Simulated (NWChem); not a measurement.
System: C2H2BrF; SMILES C=C(F)Br

```xyz
6

C     -1.2106     1.6335     0.0000
C     -0.0779     0.9424     0.0000
F      1.1116     1.5110     0.0000
Br     0.0304    -0.9313     0.0000
H     -2.1741     1.1277     0.0000
H     -1.1652     2.7243     0.0000
```
Atoms are numbered in this order, from 1.

Program: NWChem. All runs use the structure optimised with PBE0/def2-SVP. Vzz is the largest principal value of the second derivative of the potential at the nucleus (NWChem prints the opposite sign); η is the asymmetry. Non-relativistic.

Question: Estimate the computed values for PBE/def2-SVP. Quantities: Vzz Br4 (a.u.); η Br4.

Answer: The vzz Br4 (a.u.) comes out as 7.042 and the η Br4 comes out as 0.08.
